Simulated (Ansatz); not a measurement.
Species: C2H2BN, SMILES `B=C=C=N` (charge 0, multiplicity 1).

Task: Give a relaxed geometry from B3LYP-D3(BJ)/def2-TZVP run with Ansatz (a quantum-chemistry and plane-wave program).

Result: the end point of this relaxation (outside a Z-matrix the atoms follow the SMILES, hydrogens last).
Bonded distances (Å): B1–C2 1.340, B1–H5 1.167, C2–C3 1.288, C3–N4 1.206, N4–H6 1.007. Angles (°): C2–B1–H5 180.0, B1–C2–C3 178.4, C2–C3–N4 174.1, C3–N4–H6 129.1.
